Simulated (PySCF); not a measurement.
Job for PySCF: R-HF/STO-3G on C3H6O2 (a complex), monomers drawn apart or pushed together.

```python
from pyscf import gto, scf, dft, mp
from pyscf.data.elements import chemcore

mol = gto.M(
    atom='''
    C    -0.58150730   -0.24367681   -0.01598849
    C     0.61768397    0.32000242    0.07119156
    H    -0.80659325   -1.16662531    0.50484006
    H    -1.37330316    0.19039615   -0.61470625
    H     0.85552135    1.23807526   -0.45262081
    H     1.40550771   -0.12684313    0.66566728
    O     0.27038019   -1.29119630    5.15816913
    C    -0.22403438   -0.31591716    5.65284322
    O    -0.67738559    0.75131424    4.98659070
    H    -0.36982928   -0.17222843    6.73187011
    H    -0.53828976    0.60305595    4.02819585
    ''',
    basis='sto-3g',
    charge=0, spin=0, verbose=3, max_memory=1800)
mf = scf.RHF(mol)
mf.conv_tol = 1e-8
mf.max_cycle = 100
mf.kernel()
if not mf.converged:
    mf = mf.newton().run(mf.mo_coeff, mf.mo_occ)
```

It printed:

```
converged SCF energy = -263.287988098905
```

The calculation finished and met its thresholds.

Cost: very roughly 0.12 core-seconds.
